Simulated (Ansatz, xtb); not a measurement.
## ClFH2OSi2: 6 structures ranked

6 gas-phase structures of ClFH2OSi2, found in a search over its isomers (lower ones may exist). Each was relaxed with GFN2-xTB; where two conformers were screened, the lower at r2SCAN-D4/def2-SVP is listed:

A. `F[Si]O[SiH2]Cl`, a singlet
B. `F[Si@H](Cl)O[SiH]`, a singlet
C. `O=[Si](F)[SiH2]Cl`, a singlet
D. `O=[Si](Cl)[SiH2]F`, a singlet
E. `O=[SiH][Si@H](F)Cl`, a singlet
F. `F[SiH2]O[Si]Cl`, a singlet

Task: Which do you expect lowest at r2SCAN-D4/def2-SVP, and how would the others follow?

Result: Calculated order at r2SCAN-D4/def2-SVP: F (0.0), A (0.6), B (13.9), C (36.9), D (39.5), E (44.2) kcal/mol. Less than 1 kcal/mol parts F and A, so the order within that pair means little.

Energies above the lowest of each column, in kcal/mol; the last columns are at BLYP-D3(BJ)/def2-SVP geometries and were run for some of them only (a dash: not run or not comparable):

| structure | GFN2-xTB | HF/STO-3G | r2SCAN-D4/def2-SVP | BLYP-D3(BJ)/def2-SVP | CCSD(T)/def2-SVP + ΔMP2/def2-TZVPP |
| --- | --- | --- | --- | --- | --- |
| F | 0.0 | 0.0 | 0.0 | 0.0 | 0.0 |
| A | 3.2 | 4.1 | 0.6 | 1.4 | 0.7 |
| B | 14.0 | 24.2 | 13.9 | 15.1 | 13.0 |
| C | 18.7 | 64.4 | 36.9 | – | – |
| D | 15.9 | 62.8 | 39.5 | – | – |
| E | 14.9 | 68.2 | 44.2 | – | – |

Every level run on F puts it lowest or level with the lowest. Flexible structures stand in one conformer each, not always the lowest. Frequencies (BLYP-D3(BJ)/def2-SVP) were run for A, B, F alone. ΔMP2 is the change of the MP2 energy from the smaller to the larger basis.

Over these structures GFN2-xTB departs from r2SCAN-D4/def2-SVP by 12.3 kcal/mol on average once a common shift is removed. A GFN2-xTB relaxation took about 0.1 s and the r2SCAN-D4/def2-SVP energy about 1.4 s on a shared host (Ansatz 0.2.0, xtb 6.7.1).
